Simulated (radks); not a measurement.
Values are calculated unless marked as measured or tabulated.
Question: These are the eigenvalues of the occupied orbitals of an atom or ion with whole-number occupations (eV). Level of theory: Dirac Kohn-Sham, PBEsol, spin-unpolarised, spherical densities, finite nucleus; Fermi nuclear charge, rms radius of each element as measured or else 0.836 A^(1/3) + 0.57 fm (a radial shooting solver on a logarithmic mesh with Libxc functionals).

1s1/2: -23019.64
2s1/2: -3343.182
2p1/2: -3096.525
2p3/2: -2952.036
3s1/2: -603.4150
3p1/2: -506.8609
3p3/2: -482.0011
3d3/2: -310.8656
3d5/2: -305.9611
4s1/2: -90.0584
4p1/2: -60.7535
4p3/2: -56.8480
4d3/2: -13.8304
4d5/2: -13.4274

Which element is it, and in what charge state? The configuration may be excited. Open shells, if any, are shared by 2j + 1.

Answer: Z = 45, rhodium, charge +1: Rh+ in [Kr] 4d8. The list shows which subshells hold electrons but not how many an open one holds; the 1s level, -845.96 hartree, gives Z - s = 41.1 by -(Z - s)^2/2, which with screening and relativity narrows Z to a few neighbours, and the depths of the outer levels then fix element, charge and occupations together.
